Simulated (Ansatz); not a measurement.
Consider the formal exchange of groups at a C–C bond: `CBOCC` + `CBO` → `CB(C)O` + `CBOC`.

Calculated with Ansatz (gas phase, PBE0-D4/def2-TZVP geometries, no zero-point term in ΔE). CCSD(T)/CBS is the MP2 limit (def2-TZVPP, def2-QZVPP) plus CCSD(T) − MP2 in def2-TZVPP, frozen cores. DFT in def2-TZVPP. B3LYP here is the variant with VWN-RPA as its local correlation; programs differ in this. HSE06 is defined as in plane-wave codes. Each species was taken in one conformer, which may not be the lowest.

`CBOCC`:

Cartesian coordinates in Å:
```
C -0.364 2.335 0.931
B 0.380 1.040 0.477
O -0.278 -0.136 0.459
C 0.339 -1.342 0.040
C -0.293 -1.839 -1.237
H -0.328 3.089 0.137
H 0.153 2.788 1.785
H -1.406 2.162 1.204
H 1.540 1.055 0.138
H 1.415 -1.180 -0.092
H 0.201 -2.071 0.844
H 0.143 -2.798 -1.527
H -1.368 -1.974 -1.107
H -0.132 -1.128 -2.051
```

`CBO`:

Cartesian coordinates in Å:
```
C -0.155 0.965 -0.238
B -0.134 -0.543 0.154
O 1.051 -1.199 0.215
H 0.837 1.375 -0.437
H -0.627 1.555 0.556
H -0.783 1.117 -1.123
H -1.147 -1.149 0.407
H 0.959 -2.122 0.465
```

`CB(C)O`:

Z-matrix (Å, degrees):
```
C
B 1 1.569
H 1 1.091 2 112.9
H 1 1.097 2 109.3 3 119.9
H 1 1.094 2 111.9 3 -123.4
C 2 1.576 1 122.0 3 167.9
O 2 1.364 1 116.9 3 -11.9
H 6 1.094 2 111.5 1 45.5
H 6 1.094 2 114.6 1 168.7
H 6 1.097 2 109.2 1 -70.9
H 7 0.961 2 112.9 1 -178.5
```

`CBOC`:

Cartesian coordinates in Å:
```
C 0.434 1.429 -1.200
B 0.410 0.122 -0.349
O -0.622 -0.109 0.487
C -0.703 -1.273 1.280
H -0.426 2.077 -1.023
H 1.350 1.996 -0.998
H 0.474 1.183 -2.267
H 1.292 -0.701 -0.412
H -0.754 -0.984 2.332
H 0.162 -1.924 1.124
H -1.615 -1.816 1.024
```

```
             level  ΔE (kJ/mol)  difference from CCSD(T)/CBS
       LDA (SPW92)        -35.8                         -2.6
            PBE-D4        -35.6                         -2.4
         revPBE-D4        -35.1                         -1.9
           BLYP-D4        -33.9                         -0.7
         r2SCAN-D4        -36.7                         -3.5
            B97M-V        -38.3                         -5.1
           PBE0-D4        -35.4                         -2.2
          B3LYP-D4        -34.0                         -0.8
        r2SCANh-D4        -36.5                         -3.3
          HSE06-D4        -35.4                         -2.2
      CAM-B3LYP-D4        -33.2                          0.0
           ωB97X-V        -32.5                          0.7
           ωB97M-V        -34.7                         -1.5
            B2PLYP        -33.2                          0.0
          PBE-QIDH        -34.3                         -1.1
               PBE        -35.4                         -2.2
              BLYP        -33.5                         -0.3
            r2SCAN        -36.8                         -3.6
              PBE0        -35.3                         -2.1
             B3LYP        -33.7                         -0.5
           r2SCANh        -36.6                         -3.4
           r2SCAN0        -36.3                         -3.1
             HSE06        -35.3                         -2.1
             BHLYP        -32.8                          0.4
         CAM-B3LYP        -33.1                          0.1
           LC-ωPBE        -35.2                         -2.0
RPA@PBE/def2-TZVPP        -29.6                          3.6
       HF/def2-SVP        -29.3                          3.9
      MP2/def2-SVP        -28.3                          4.9
     CCSD/def2-SVP        -27.6                          5.6
  CCSD(T)/def2-SVP        -27.0                          6.2
     HF/def2-TZVPP        -29.1                          4.1
    MP2/def2-TZVPP        -33.3                         -0.1
SCS-MP2/def2-TZVPP        -30.9                          2.3
     HF/def2-QZVPP        -28.9                          4.3
    MP2/def2-QZVPP        -33.5                         -0.3
SCS-MP2/def2-QZVPP        -31.2                          2.0
      HF/CBS(def2)        -28.9                          4.3
     MP2/CBS(def2)        -33.7                         -0.5
    CCSD/CBS(def2)        -33.2                          0.0
       CCSD(T)/CBS        -33.2                            0
```

Largest T1 diagnostic among the species: 0.012.

In def2-TZVPP, CCSD(T) changes the Hartree–Fock value by −3.7 kJ/mol (the triples alone add −0.1 kJ/mol) and MP2 by −4.2 kJ/mol. Leaving LDA and LC-ωPBE aside and taking each functional with its dispersion term where it has one, the values spread over 5.8 kJ/mol, from B97M-V to ωB97X-V. At CCSD(T), def2-SVP lies +6.2 kJ/mol from the extrapolated value and def2-TZVPP +0.4 kJ/mol.
